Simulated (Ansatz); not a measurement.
Ansatz (a first-principles code) input:
A basis named .json is the Basis Set Exchange file of that set.

Ansatz 0.2 input:
```yaml
crystal:
  periodic: [false, false, false]
  atoms:
    - {symbol: C, position_ang: [-0.16093907, -1.76053309, 0.00094018]}
    - {symbol: C, position_ang: [0.87229669, -1.23444662, -1.01075713]}
    - {symbol: C, position_ang: [1.79427147, -0.14070695, -0.45963437]}
    - {symbol: C, position_ang: [1.17011190, 1.23003685, -0.23529169]}
    - {symbol: S, position_ang: [-0.24783306, 1.16407865, 0.93616009]}
    - {symbol: C, position_ang: [-1.57138180, 0.42297631, -0.10036899]}
    - {symbol: C, position_ang: [-1.54669190, -1.10234386, -0.02074137]}
    - {symbol: H, position_ang: [0.25848899, -1.69016908, 1.01057032]}
    - {symbol: H, position_ang: [-0.31595623, -2.82684348, -0.16350895]}
    - {symbol: H, position_ang: [0.38272056, -0.89558983, -1.92892247]}
    - {symbol: H, position_ang: [1.51438074, -2.06264078, -1.31008702]}
    - {symbol: H, position_ang: [2.61356779, 0.03449330, -1.16148368]}
    - {symbol: H, position_ang: [2.25630429, -0.48625346, 0.46802658]}
    - {symbol: H, position_ang: [1.87357545, 1.92001252, 0.23145738]}
    - {symbol: H, position_ang: [0.78474854, 1.67161886, -1.15375222]}
    - {symbol: H, position_ang: [-2.50369404, 0.83825521, 0.28102492]}
    - {symbol: H, position_ang: [-1.40295477, 0.80110927, -1.10708276]}
    - {symbol: H, position_ang: [-2.10900180, -1.44925758, -0.89085776]}
    - {symbol: H, position_ang: [-2.10523580, -1.42510557, 0.85829862]}
    - {symbol: H, position_ang: [-0.62761882, 2.45521624, 0.84287593]}
basis:
  gaussian:
    orbitals: aug-cc-pV_D+d_Z.json
total_charge: 1
magnetization: {spin_polarized: false}
correlation: {method: ccsd_t, electrons: outside_noble_gas}
output: {forces: true}
```

Which total energy does the run end on?

-633.25295 Eh (CCSD(T)/aug-cc-pV(D+d)Z). The basis has 287 functions.

It need not be the lowest isomer of its formula.
